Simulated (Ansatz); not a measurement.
Geometry optimisation, RHF/def2-SVP in Ansatz 0.2.0.

input.yaml

```yaml
crystal:
  periodic: [false, false, false]
  atoms:
    - { symbol: B, position_ang: [-0.92641, 0.28772, -0.83063] }
    - { symbol: In, position_ang: [0.65771, 0.15386, 0.77497] }
    - { symbol: F, position_ang: [1.27236, -1.71446, 0.46255] }
    - { symbol: H, position_ang: [-1.99497, -0.11088, -0.59439] }
    - { symbol: H, position_ang: [-0.60647, 0.58919, -1.90879] }
    - { symbol: H, position_ang: [-0.9846, 1.34832, -0.34009] }
basis:
  gaussian: { orbitals: def2-SVP }
hamiltonian:
  xc: hf
relax:
  f_tol: 0.02
  max_steps: 50
```

Run as:

```bash
$ ansatz run input.yaml --threads 1 --pin off --max-ram 2048MiB --backend cpu --events-out ev --progress --plain --runs-dir out
```

Task: Where does it end, and by what steps?

Result: The run converged. After 35 steps the energy has fallen by 3.457 eV; F3 moved furthest, 1.64 Å. Joined: B1–F3.

```csv
step,energy less start (eV),largest force component (eV/Å),accepted
0,0.0000,3.307,yes
2,-2.0355,0.765,yes
4,-2.4117,0.236,yes
6,-2.4918,0.040,yes
8,-2.5149,0.053,yes
10,-2.5238,0.312,yes
12,-2.5345,0.219,yes
14,-2.5575,0.143,yes
16,-2.5849,0.388,yes
18,-2.6471,0.226,yes
20,-2.7260,0.136,yes
22,-2.8480,0.280,yes
24,-2.9909,0.415,yes
26,-3.0550,1.424,no
28,-3.2184,0.320,yes
30,-3.3085,0.197,yes
32,-3.4470,0.406,yes
34,-3.4555,0.107,yes
35,-3.4569,0.016,yes
```

```xyz
6
Properties=species:S:1:pos:R:3
B -0.816 0.126 -0.797
In 1.118 0.067 1.223
F 0.094 -1.027 -0.439
H -1.965 -0.176 -0.567
H -0.549 0.527 -1.907
H -0.465 1.037 0.051
```

Whether the end is a true minimum wasn't checked by a vibrational analysis.

Run time: 49 s on 1 thread of Arm Neoverse V1, with other jobs on the host, peak memory 0.13 GiB.
